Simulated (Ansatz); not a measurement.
This geometry of CH8OSi3 (13 atoms, charge 0, multiplicity 1) is a first-order saddle point.

Computed with RKS r2SCAN-D4/STO-3G (Ansatz).

```xyz
13
Properties=species:S:1:pos:R:3
C -2.091 -0.158 0.237
Si -0.259 -0.335 0.661
Si 1.216 -1.049 -0.907
O 2.147 0.424 -0.781
Si 1.171 1.388 0.301
H -2.716 -0.567 1.039
H -2.347 -0.690 -0.686
H -2.376 0.892 0.098
H -0.122 -0.973 1.957
H 2.065 -2.202 -0.646
H 0.705 -1.226 -2.261
H 1.991 1.904 1.388
H 0.636 2.556 -0.386
```

(1) Which two structures does it join? (They come from a converged band through this point; their orientation in space is the band's.)

(2) How far does it lie above each of them?

Results:

(1) No bond is made or broken. The dihedral H7–C1–Si2–Si5 goes from 44 to 164°. The two ends are copies of one structure, up to a mirror image or an exchange of like atoms.

Initial state:

```xyz
13
Properties=species:S:1:pos:R:3
C -2.077 -0.122 0.255
Si -0.254 -0.286 0.695
Si 1.194 -1.123 -0.835
O 2.107 0.366 -0.866
Si 1.175 1.400 0.190
H -2.580 -1.096 0.292
H -2.213 0.285 -0.754
H -2.594 0.544 0.956
H -0.135 -0.830 2.036
H 2.061 -2.237 -0.478
H 0.669 -1.434 -2.158
H 2.029 1.961 1.228
H 0.639 2.539 -0.544
```

Final state:

```xyz
13
Properties=species:S:1:pos:R:3
C -2.078 -0.151 0.244
Si -0.254 -0.341 0.669
Si 1.201 -1.049 -0.920
O 2.119 0.434 -0.818
Si 1.171 1.385 0.302
H -2.597 0.455 0.997
H -2.577 -1.126 0.204
H -2.218 0.335 -0.728
H -0.132 -0.988 1.962
H 2.063 -2.193 -0.660
H 0.678 -1.241 -2.267
H 2.013 1.876 1.382
H 0.631 2.568 -0.355
```

(2) 0.047 eV above the first and 0.047 eV above the second. This is the barrier of this one path; another mechanism may lie lower. Limits of this set-up: minimal basis.

Time of the run: 16 min on 1 thread of Intel(R) Xeon(R) Processor @ 2.50GHz (Skylake/Cascade Lake), on a shared host, peak memory 0.15 GiB.
